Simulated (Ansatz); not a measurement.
`O=CC(F)(F)Cl` + `[NH2][GeH3]` → `O=C[NH][GeH3]` + `FC(F)Cl` at 700 K and 1 bar (substitution at a C–C bond).

Calculated with Ansatz (gas phase, PBE0-D4/def2-TZVP geometries, no zero-point term in ΔE). CCSD(T)/CBS is the MP2 limit (def2-TZVPP, def2-QZVPP) plus CCSD(T) − MP2 in def2-TZVPP, frozen cores. For Ge outer-core shells are correlated without core-valence functions, which leaves a few kJ/mol of doubt a bond. Scalar relativity is left out up to krypton. Each species was taken in one conformer, which may not be the lowest.

| species | CCSD(T)/CBS energy (Eh) | H − E (kJ/mol) | S (J/(mol·K)) |
| --- | --- | --- | --- |
| `O=CC(F)(F)Cl` | -811.20497 | 144.7 | 417.6 |
| `[NH2][GeH3]` | -2133.81884 | 177.8 | 349.1 |
| `O=C[NH][GeH3]` | -2247.05298 | 221.9 | 416.7 |
| `FC(F)Cl` | -698.00348 | 102.9 | 340.3 |

H − E and S are ideal-gas, rigid-rotor, harmonic terms from PBE0-D4/def2-TZVP, for one conformer and one mirror image of each species. 1 Eh = 2625.50 kJ/mol, R = 8.31446 J/(mol·K).

Task: By hand: ΔE, ΔH, ΔS and ΔG.

Result: ΔE = (-2247.05298) + (-698.00348) − (-811.20497) − (-2133.81884) = -0.03265 Eh = -85.7 kJ/mol. Δ(H − E) = 221.9 + 102.9 − 144.7 − 177.8 = 2.3, so ΔH = -83.4 kJ/mol. ΔS = 416.7 + 340.3 − 417.6 − 349.1 = -9.7 J/(mol·K). ΔG = -83.4 − 700 × (-9.7)/1000 = -76.6 kJ/mol.

Task: By hand: the equilibrium constant, and the temperature at which ΔG would vanish if ΔH and ΔS stayed fixed.

Result: log₁₀ K = −ΔG/(RT ln 10) = 5.7. ΔG = 0 at ΔH/ΔS = 8598 K, far beyond where these terms or the molecules hold.

The number of gas molecules stays the same, so ΔS is small and ΔH decides. A doubt of 5 kJ/mol in ΔE shifts log₁₀ K by 0.4 here. Other conformers and mirror images would add mixing entropy, several J/(mol·K) or more a flexible species. These are equilibria of isolated gas molecules and say nothing of rates. Largest T1 diagnostic: 0.015 (customary marks: 0.02 for closed shells, 0.045 for open ones).
